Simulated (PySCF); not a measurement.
Toluene, C7H8, SMILES Cc1ccccc1 (GFN2-xTB optimised geometry):

```
15

C     -2.486    -0.003    -0.024
C     -0.987    -0.002     0.000
C     -0.276    -1.196     0.000
C      1.108    -1.196     0.000
C      1.802     0.001     0.001
C      1.104     1.196     0.000
C     -0.280     1.193    -0.001
H     -2.882     0.891     0.453
H     -2.882    -0.880     0.484
H     -2.842    -0.022    -1.054
H     -0.813    -2.135     0.000
H      1.646    -2.133     0.002
H      2.882     0.005     0.004
H      1.640     2.135     0.001
H     -0.819     2.130    -0.001
```

Level of theory: PBE0/def2-TZVP in PySCF.

Problem. What are the frontier orbital energies and the dipole moment?

Solution. HOMO-2 -9.48 eV, HOMO-1 -7.22 eV, HOMO -6.94 eV, LUMO -0.12 eV, LUMO+1 -0.03 eV; dipole moment 0.38 D.

Meta-Löwdin charges at PBE0/def2-TZVP: C1 -0.35, C2 0.03, C3 -0.14, C4 -0.12, C5 -0.13, C6 -0.12, C7 -0.14, H8 0.12, H9 0.12, H10 0.13, H11 0.12, H12 0.12, H13 0.12, H14 0.12, H15 0.12.
